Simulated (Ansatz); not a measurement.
Born–Oppenheimer molecular dynamics of ClFH$_{3}$NOTi (8 atoms, charge 0, multiplicity 1). It starts from a relaxed structure.

These are results of Ansatz, RKS B3LYP/def2-SVP, not measurements.

```yaml
ensemble: NVT, Langevin thermostat
time_step: 0.5 fs
steps_asked: 150
set_temperature: 200 K
friction: 0.02 /fs
seed: 887860
```

First frame:

```xyz
8
Properties=species:S:1:pos:R:3
Ti -0.056 -0.052 0.005
F -0.064 -0.157 1.750
Cl 1.998 0.011 -0.851
O -0.947 1.391 -0.523
H -1.711 1.570 -1.084
N -0.905 -1.585 -0.606
H -1.315 -2.284 0.014
H -0.942 -1.899 -1.575
```

Problem. How far do the bonds stretch over the last three quarters of this one trajectory? (Pairs bonded in most of those frames.)

Solution. 
```
   bond  mean (Å)  spread (Å)  shortest  longest
 Ti1–F2     1.750       0.017      1.72     1.78
Ti1–Cl3     2.215       0.029      2.16     2.24
 Ti1–O4     1.778       0.019      1.75     1.80
 Ti1–N6     1.855       0.016      1.83     1.88
  O4–H5     0.966       0.013      0.94     0.99
  N6–H7     1.021       0.008      1.01     1.05
  N6–H8     1.019       0.025      0.97     1.08
```

Mean temperature of the second half: 92 K. The mean temperature of the second half is 54 % below the set value. A run of 0.075 ps of so small a system gives no equilibrium averages.

Run time: 8.2 min on 2 threads of Arm Neoverse V2 (shared host), peak memory 0.26 GiB.
